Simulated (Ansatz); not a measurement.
Reaction (formal exchange of groups at the Sb–N bond): `C=[N][SbH][OH]` + SiH₄ → `[OH][SbH][SiH3]` + `C=N`

Computed with Ansatz on PBE0-D4/def2-TZVP structures; ΔE is electronic, products minus reactants. CCSD(T)/CBS adds triple-zeta CCSD(T) − MP2 to the extrapolated MP2 energy (def2 sets, frozen cores). This one scheme is used for every species. Functionals use def2-TZVPP. B3LYP here is the variant with VWN-RPA as its local correlation; programs differ in this. HSE06 is defined as in plane-wave codes. Elements past krypton have def2 core potentials. For Sb outer-core shells are correlated without core-valence functions, which leaves a few kJ/mol of doubt a bond. Each species was taken in one conformer, which may not be the lowest.

```tsv
level	ΔE (kJ/mol)	difference from CCSD(T)/CBS
B3LYP-D4	-14.1	3.2
BHLYP-D4	-18.1	-0.8
BLYP	-11.8	5.5
B3LYP	-15.7	1.6
HSE06	-26.9	-9.6
RPA@PBE/def2-TZVPP	-9.8	7.5
HF/def2-SVP	-28.2	-10.9
HF/def2-TZVPP	-18.4	-1.1
MP2/CBS(def2)	-12.4	4.9
CCSD/CBS(def2)	-20.0	-2.7
CCSD(T)/CBS	-17.3	0
```

Problem. What do rigid-rotor, harmonic-oscillator terms from PBE0-D4/def2-TZVP frequencies (298.15 K, 1 bar) make of the CCSD(T)/CBS value? (An estimate is asked.)

Solution. Ansatz gave: ΔZPE = +7.6 kJ/mol, ΔH = -8.5 kJ/mol, ΔS = 37 J/(mol·K), ΔG = -19.5 kJ/mol.

Largest T1 diagnostic among the species: 0.015.

From BLYP to BHLYP (50 % exact exchange), in def2-TZVPP and without D4, ΔE moves by −5.6 kJ/mol. Leaving LDA and LC-ωPBE aside and taking each functional with its dispersion term where it has one, the values, not all of them listed here, spread over 17.7 kJ/mol, from HSE06-D4 to BLYP-D4. LDA lies +3.0 kJ/mol from PBE without D4.
